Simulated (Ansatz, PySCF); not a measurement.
CuH, SMILES [CuH] (connectivity only; charge and spin as stated), neutral, multiplicity 1.

The structure is a stationary point at PBE0-D3(BJ)/def2-TZVPD. The spin state was assumed, not searched.

Vertical ionisation energy (IE) and electron affinity (EA) in eV. Rows of orbital energies are one-electron estimates. Where ΔSCF, EOM or ADC give a negative EA the extra electron is unbound and the value depends on the basis.

```tsv
level	IE	EA
−ε(HOMO), −ε(LUMO), ωB97X/def2-TZVPD (PySCF)	9.09	0.17
−ε(HOMO), −ε(LUMO), B3LYP/def2-TZVPD (PySCF)	6.56	2.38
−ε(HOMO), −ε(LUMO), PBE/def2-TZVPD (PySCF)	…	…
ΔSCF, CAM-B3LYP/def2-TZVPD (Ansatz), final states of multiplicity 2 and 2	9.50	0.36
ΔSCF, PBE/def2-TZVPD (Ansatz), final states of multiplicity 2 and 2	9.58	0.38
```

### Question
Fill in the missing entries. (The exact figures need the calculation; the answer reports its results.)

### Answer

- −ε(HOMO), −ε(LUMO), PBE/def2-TZVPD (PySCF), IE: 5.47
- −ε(HOMO), −ε(LUMO), PBE/def2-TZVPD (PySCF), EA: 2.91

### Question
What vertical singlet–triplet gap does ΔSCF give with CAM-B3LYP/def2-TZVPD (Ansatz, a quantum-chemistry and plane-wave program) and with PBE/def2-TZVPD (Ansatz)? (The exact figures need the calculation; the answer reports its results.)

### Answer
2.41 and 2.50 eV (triplet above singlet where positive).
